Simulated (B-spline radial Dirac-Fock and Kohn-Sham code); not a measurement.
# K-shell conversion coefficients at 200 keV, Se to In

Level of theory: a Dirac-Hartree-Slater potential of the neutral atom with a Latter tail (no hole, which puts coefficients of high multipoles low close above an edge), finite nucleus with surface currents; a radial finite-basis atomic code. Subshells within 1 keV of threshold and pair formation are left out.

```csv
Z,element,E2,E3,E5,M2,M4
34,Se,0.0562,0.294,7.25,0.0847,2.53
35,Br,0.0597,0.309,7.47,0.0947,2.80
36,Kr,0.0632,0.324,7.67,0.106,3.09
37,Rb,0.0667,0.338,7.85,0.117,3.40
38,Sr,0.0703,0.353,8.02,0.130,3.73
40,Zr,0.0776,0.380,8.29,0.160,4.46
41,Nb,0.0812,0.394,8.40,0.177,4.86
42,Mo,0.0849,0.407,8.50,0.195,5.29
43,Tc,0.0886,0.419,8.57,0.215,5.74
44,Ru,0.0922,0.432,8.63,0.236,6.22
45,Rh,0.0959,0.443,8.66,0.259,6.73
46,Pd,0.0996,0.454,8.68,0.284,7.26
47,Ag,0.103,0.465,8.69,0.312,7.83
48,Cd,0.107,0.475,8.67,0.341,8.42
49,In,0.110,0.485,8.64,0.372,9.04
```

Values without a named source are computed, but for edge energies of neutral atoms, which are taken from tables.
